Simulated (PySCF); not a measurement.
Isomers C8H12O:

A. `C=CC(=C)C(=C)OCC`
B. `InChI=1S/C8H12O/c1-5-7(9)8(3,4)6-2/h5-6H,1-2H2,3-4H3`
C. `C[C@@]12CC[C@@H](CC1=O)C2`

Spectrum 1. 13C{1H} NMR (computed): δ 205.3 (C), 153.5 (CH), 138.4 (CH2), 138.1 (CH), 121.0 (CH2), 53.9 (C), 24.1 (CH3).

Spectrum 2. 13C{1H} NMR (computed): δ 222.0 (C), 56.0 (C), 48.9 (CH2), 46.0 (CH2), 37.4 (CH), 34.1 (CH2), 32.5 (CH2), 17.1 (CH3).

Spectrum 3. 13C{1H} NMR (computed): δ 169.3 (C), 150.8 (C), 145.1 (CH), 122.5 (CH2), 120.3 (CH2), 86.9 (CH2), 65.2 (CH2), 17.4 (CH3).

How the numbers were obtained: GFN2-xTB geometry, GIAO PBE0/pcSseg-1 shieldings, in PySCF 2.14.0 with density-fitted response routines (averaged over atoms made equivalent by symmetry, fast rotation or ring inversion, in vacuum, one conformer, no relativistic terms).

References, each an isolated molecule treated in the same way: 13C (σ = 186.93 ppm) against TMS. Shifts are as computed. Against solution values, carbons near 30 ppm lie about +3 ppm off and those near 130 ppm about +5 ppm. Of 1211 compounds with measured shifts, 218 miss one by over three times the rms of a fit or turn the order of signals round; such compounds aren't used in these exercises.

Which spectrum belongs to which compound?

Results:

1–B, 2–C, 3–A.

- Spectrum 1 (B): 7 13C signals; δC 205.3 is a ketone carbonyl carbon; δC 153.5 is an alkene CH.
- Spectrum 2 (C): 8 13C signals; δC 222.0 is a ketone carbonyl carbon; δC 56.0 is a quaternary sp3 carbon α to a carbonyl.
- Spectrum 3 (A): 8 13C signals; δC 169.3 is an alkene carbon bearing oxygen; δC 150.8 is a fully substituted alkene carbon.
